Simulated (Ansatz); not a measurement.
Geometry optimisation, RKS PBE0/def2-SVP (Ansatz).

The input (input.yaml):

```yaml
crystal:
  periodic: [false, false, false]
  atoms:
    - { symbol: W, position_ang: [0.563629, -0.04774, 0.047422] }
    - { symbol: H, position_ang: [-0.15643, 0.844393, 1.328858] }
    - { symbol: F, position_ang: [1.428189, 0.679252, -1.467561] }
    - { symbol: H, position_ang: [-0.79912, 0.690346, -0.552714] }
    - { symbol: H, position_ang: [-0.928029, -0.618119, 0.558747] }
    - { symbol: H, position_ang: [0.510513, -1.729982, 0.226873] }
    - { symbol: H, position_ang: [-0.424561, -0.768218, -1.068288] }
    - { symbol: O, position_ang: [1.904037, 2.424565, 1.433246] }
    - { symbol: Si, position_ang: [2.779248, 1.116209, 1.967723] }
    - { symbol: H, position_ang: [2.2024, -0.183554, 1.354841] }
    - { symbol: H, position_ang: [4.151085, 1.224185, 1.428739] }
    - { symbol: H, position_ang: [2.725974, 0.864341, 3.426114] }
    - { symbol: H, position_ang: [0.932565, 2.332823, 1.5872] }
basis:
  gaussian: { orbitals: def2-SVP }
hamiltonian:
  xc: pbe0
relax:
  f_tol: 0.03
  max_steps: 50
output:
  orbitals: {}
```

Command:

```bash
$ ansatz run input.yaml --threads 4 --pin off --max-ram 5120MiB --backend cpu --events-out ev --progress --plain --runs-dir out
```

Task: Where does it end, and by what steps?

Result: It converged. After 21 steps the energy has fallen by 0.965 eV; H11 moved furthest, 1.78 Å. Joined: W1–O8 (3.14 → 2.46 Å).

```tsv
step	energy less start (eV)	largest force component (eV/Å)	accepted
0	0.0000	0.767	yes
1	-0.0209	0.395	yes
2	-0.0440	0.256	yes
3	-0.0926	0.903	yes
4	-0.1596	1.237	yes
5	-0.2980	0.909	yes
6	-0.4302	0.476	yes
7	-0.5867	0.396	yes
8	-0.7141	0.558	yes
9	-0.7969	0.547	yes
10	-0.8381	0.424	yes
11	-0.8740	0.574	yes
12	-0.9016	0.640	yes
13	-0.9252	0.449	yes
14	-0.9379	0.401	yes
15	-0.9508	0.550	yes
16	-0.9572	0.450	yes
17	-0.9486	0.281	no
18	-0.9643	0.060	yes
19	-0.9631	0.111	no
20	-0.9650	0.039	yes
21	-0.9653	0.017	yes
```

```xyz
13
Properties=species:S:1:pos:R:3
W 0.644 0.324 -0.024
H 0.370 0.497 1.727
F 0.402 1.366 -1.605
H -0.900 0.208 0.613
H 0.350 -1.116 0.843
H 1.251 -1.084 -0.671
H -0.422 -0.784 -0.669
O 2.279 2.006 0.729
Si 2.006 0.913 2.020
H 2.035 -0.384 0.738
H 3.203 0.189 2.530
H 1.527 1.741 3.175
H 2.145 2.952 0.865
```

Whether the end is a true minimum wasn't checked by a vibrational analysis.

Time of the run: 62 s on 4 threads of Arm Neoverse V2, on a shared host, peak memory 0.3 GiB.
